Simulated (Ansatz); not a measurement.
Born–Oppenheimer molecular dynamics of H$_{4}$Sn (5 atoms, charge 0, multiplicity 1). It starts at the highest image of a converged band, a first-order saddle point between two minima.

Computed with RKS revPBE/def2-SVP (Ansatz).

```
ensemble                      : NVE (velocity Verlet)
time step                     : 0.5 fs
steps asked                   : 200
starting velocities drawn for : 100 K
seed                          : 11661
```

First frame:

```xyz
5
Properties=species:S:1:pos:R:3
Sn 0.285 0.000 -0.511
H 0.653 0.000 1.386
H 1.749 0.000 0.451
H -0.633 1.430 -0.161
H -0.633 -1.430 -0.161
```

Question: How far do the bonds stretch over the last three quarters of this one trajectory? (Pairs bonded in most of those frames.)

Answer: 
```
  bond  mean (Å)  spread (Å)  shortest  longest
Sn1–H4     1.823       0.025      1.78     1.86
Sn1–H5     1.825       0.025      1.78     1.86
 H2–H3     0.792       0.096      0.65     0.92
```

Mean temperature of the second half: 2180 K. The conserved energy stayed within 1.9 meV per atom of its start (net change -1.1 meV per atom), so the integration is sound. The kinetic energy rose, since the run started high on the potential surface and went downhill. It ends in pieces (H2 + H2Sn), so much of that is their flight and rotation, not heat. A run of 0.1 ps of so small a system gives no equilibrium averages. The orbitals stay closed-shell, which can raise the energy where a bond breaks towards radicals; this wasn't checked here.

Run time: 2.4 min on 1 thread of Arm Neoverse V1, on a shared host, peak memory 0.085 GiB.
